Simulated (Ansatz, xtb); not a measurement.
# C3H6BClO: 6 structures ranked

6 gas-phase structures of C3H6BClO, from a drawn sample of its isomers (lower ones may exist). Each was relaxed with GFN2-xTB; where two conformers were screened, the lower at r2SCAN-D4/def2-SVP is listed:

A. `Cl[C@@H]1CBOC1`, a singlet
B. `C=CCOBCl`, a singlet
C. `C=C(C)OBCl`, a singlet
D. `ClB1CCCO1`, a singlet
E. `ClBOC1CC1`, a singlet
F. `C=COB(C)Cl`, a singlet

Question: Make a reasoned guess at their ranking by r2SCAN-D4/def2-SVP single-point energy.

Answer: Calculated order at r2SCAN-D4/def2-SVP: D (0.0), F (17.6), C (24.3), B (31.3), E (32.3), A (37.4) kcal/mol.

Energies above the lowest of each column, in kcal/mol; the last columns are at PBE0-D3(BJ)/def2-SVP geometries and were run for some of them only (a dash: not run or not comparable):

```
structure  GFN2-xTB  HF/STO-3G  r2SCAN-D4/def2-SVP  PBE0-D3(BJ)/def2-SVP  CCSD(T)/def2-SVP + ΔMP2/def2-TZVPP
        D       0.0        0.0                 0.0                   0.0                                 0.0
        F      20.4       43.5                17.6                  20.0                                15.7
        C      11.4       48.6                24.3                  26.7                                21.6
        B      22.8       57.4                31.3                     –                                   –
        E      12.5       47.4                32.3                     –                                   –
        A      19.0       35.3                37.4                     –                                   –
```

Every level run on D puts it lowest or level with the lowest. Flexible structures stand in one conformer each, not always the lowest. C keeps a small imaginary mode. Frequencies (GFN2-xTB) were run for C, D, F alone. ΔMP2 is the change of the MP2 energy from the smaller to the larger basis.

Over these structures GFN2-xTB departs from r2SCAN-D4/def2-SVP by 7.6 kcal/mol on average once a common shift is removed. A GFN2-xTB relaxation took about 0.25 s and the r2SCAN-D4/def2-SVP energy about 3 s on a shared host (Ansatz 0.2.0, xtb 6.7.1).
